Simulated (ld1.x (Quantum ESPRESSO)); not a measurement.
# Before and after: PAW potential for tellurium (Te)

* Element: tellurium (Te)
* Generator: ld1.x (Quantum ESPRESSO) 7.5
* Type: PAW
* Functional: LDA (PZ)
* Relativity: scalar-relativistic
* Frozen core: [Kr]
* Valence charge: 16
* Reference configuration: 4d10 5s2 5p4
* Partial waves: 5s (bound): rcut 1.35, rcutus 1.85 bohr; 5s channel at -0.45 Ry: rcut 1.35, rcutus 1.85 bohr; 5p (bound): rcut 1.75, rcutus 2.35 bohr; 5p channel at 0.35 Ry: rcut 1.75, rcutus 2.35 bohr; 4d (bound): rcut 1.25, rcutus 1.65 bohr; 4d channel at -2.4 Ry: rcut 1.25, rcutus 1.65 bohr
* Local potential: all-electron potential smoothed inside 1.85 bohr (lloc = -1)
* Core correction: Bessel-smoothed model core inside 1.20 bohr
* Augmentation charge: PSQ, inside the norm-conserving radii

All-electron outer shells of the reference configuration (LDA (PZ), scalar-relativistic, ld1.x):

| shell | level (eV) | outermost node (bohr) | outermost maximum (bohr) |
| --- | --- | --- | --- |
| 4s | -163.99 | 0.38 | 0.70 |
| 4p | -114.19 | 0.38 | 0.74 |
| 4d | -41.70 | 0.36 | 0.81 |
| 5s | -15.36 | 0.91 | 1.77 |
| 5p | -6.12 | 1.00 | 2.17 |

Change: all radii but the core radius scaled by about 1.35 (s 2.50, p 3.18, d 2.22 bohr, rcut 1.82/2.36/1.68); local potential all-electron potential smoothed inside 2.50 bohr (lloc = -1).

Cutoffs: the cutoffs (Ry, on a coarse ladder) from which the occupation-weighted sum of valence levels, in a spherical-Bessel basis at the reference potential, stays within 10 and 1 mRy of its value at 400 Ry; they do not see the model core or the augmentation charge, which bear on the density cutoff. Errors are all-electron minus pseudo energies relative to the spin-unpolarised reference configuration.

**Question.** What does the change do?

**Answer.** The potential gets softer (50 Ry and 90 Ry → 21 Ry and 35 Ry); the number of tests with a reliable result goes from 9 to 2 (the test run of the changed file stopped, so its transferability is not established); neither file shows a bound ghost. A larger radius leaves more room for a smooth pseudo-wave, so fewer plane waves are needed.

| quantity | base | changed |
| --- | --- | --- |
| cutoff, loose | 50 Ry | 21 Ry |
| cutoff, tight | 90 Ry | 35 Ry |
| loose cutoff by channel (10 mRy a level) | s 8 Ry, p 6 Ry, d 35 Ry | s 6 Ry, p 6 Ry, d 18 Ry |
| bound ghosts | none | none |
| tests with a reliable result | 9 of 9 | 2 of 9 (the test run stopped) |
| error for 4d10 5s2 5p3, meV [ΔE 9.92 eV] | -2.7 | -2.4 |
| error for 4d10 5s2 5p2, meV [ΔE 28.09 eV] | -8.2 | -6.3 |
| lowest overlap eigenvalue by channel | s 0.39, p 0.51, d 0.86 | s 0.32, p 0.20, d 0.04 |
